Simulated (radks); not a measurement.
Results of a calculation; reference values are marked as such.
Species: Eu. Configuration: [Kr] 4d10 4f7 5s2 5p5 6s2 7s1 (not the ground configuration). Level of theory: scalar-relativistic Kohn-Sham, BLYP, spin-polarised, spherical densities, point nucleus; open shells are filled with parallel spins first (spin-orbit coupling, left out, can overturn this in heavy ions) (a radial shooting solver on a logarithmic mesh with Libxc functionals).

Local quantities along the radius. ELF = 1/(1 + alpha^2) is the electron localisation function; alpha = (tau - tau_W)/tau_unif compares the Pauli kinetic energy density with that of the uniform gas (summed over spins). tau is taken from the large components.

r (bohr)	ELF	alpha
0.0007958	0.999	0.02369
0.001114	0.999	0.02399
0.001546	0.999	0.02512
0.002163	0.999	0.02755
0.003027	0.999	0.03201
0.004236	0.998	0.04009
0.00588	0.997	0.05486
0.008228	0.993	0.08580
0.01151	0.976	0.1578
0.01611	0.892	0.3474
0.02237	0.598	0.8196
0.0313	0.331	1.423
0.0438	0.470	1.062
0.06129	0.726	0.6136
0.08508	0.656	0.7244
0.119	0.344	1.381
0.1666	0.570	0.8692
0.2331	0.736	0.5987
0.3236	0.288	1.573
0.4528	0.511	0.9782
0.6337	0.715	0.6310
0.8867	0.401	1.222
1.231	0.438	1.133
1.723	0.531	0.9398
2.41	0.166	2.238
3.373	0.384	1.266
4.682	0.315	1.474
6.552	0.062	3.880
9.169	0.989	0.1043
12.83	1.000	0.005505
17.81	1.000	0.0003923
24.92	1.000	0.00001831

On this mesh the ELF has minima near r = 0.031, 0.12, 0.38, 1.0, 2.9, 5.5 bohr, which separate the shells, and maxima near 0.072 (0.74), 0.23 (0.74), 0.63 (0.72), 1.5 (0.56), 4.0 (0.63).

Self-consistent cycle (total energy in hartree, residual of the potential): 1: -10843.91466, 3e+00; 2: -10844.11050, 2e+00; 3: -10844.25674, 2e-01; 4: -10844.26408, 5e-02; 5: -10844.26399, 4e-03; 6: -10844.26437, 1e-03; 7: -10844.26433, 6e-04; 8: -10844.26433, 2e-04; 9: -10844.26433, 4e-05; 10: -10844.26433, 5e-05; 11: -10844.26433, 1e-05; 12: -10844.26433, 2e-06; 13: -10844.26433, 1e-06; 14: -10844.26433, 3e-07; 15: -10844.26433, 1e-07; 16: -10844.26433, 1e-07; 17: -10844.26433, 2e-08; 18: -10844.26433, 1e-08.
